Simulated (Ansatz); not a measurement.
```yaml
crystal:
  periodic: [true, true, true]
  atoms:
    - {symbol: C, position_ang: [0.041594, -2.400273, 0.297851]}
    - {symbol: O, position_ang: [0.279414, -1.008426, 0.253013]}
    - {symbol: Ga, position_ang: [-0.867824, 0.139209, -0.436111]}
    - {symbol: F, position_ang: [-2.367229, -0.461745, -1.092229]}
    - {symbol: O, position_ang: [-0.557771, 1.866822, -0.487675]}
    - {symbol: C, position_ang: [0.634688, 2.426491, 0.026438]}
    - {symbol: H, position_ang: [-0.925715, -2.686131, -0.128545]}
    - {symbol: H, position_ang: [0.828104, -2.921347, -0.256656]}
    - {symbol: H, position_ang: [0.071707, -2.739906, 1.337683]}
    - {symbol: H, position_ang: [1.153031, 2.966618, -0.771669]}
    - {symbol: H, position_ang: [0.387315, 3.138648, 0.819666]}
    - {symbol: H, position_ang: [1.322685, 1.680051, 0.438222]}
basis:
  gaussian: {orbitals: aug-cc-pVTZ}
hamiltonian: {xc: {name: CAM-B3LYP}}
output: {forces: true}
```

```sh
$ ansatz run in.yaml --threads 4 --pin off --events-out ev --progress --plain --max-ram 10444MiB
```

Output, abridged:

```
Error: YAML parse error: error: line 2 column 3: crystal: missing field `lattice` (a structure is typed as `lattice` and `atoms`, a molecule's as `atoms` in Å alone, or read from a run's directory, `checkpoint`)
 --> <input>:2:3
1 | crystal:
2 |   periodic: [true, true, true]
3 |   atoms:
4 |     - {symbol: C, position_ang: [0.041594, -2.400273, 0.297851]}
```

Task: What is wrong with this run?

Result: The molecule is marked periodic without a cell. The input was rejected before any iteration.
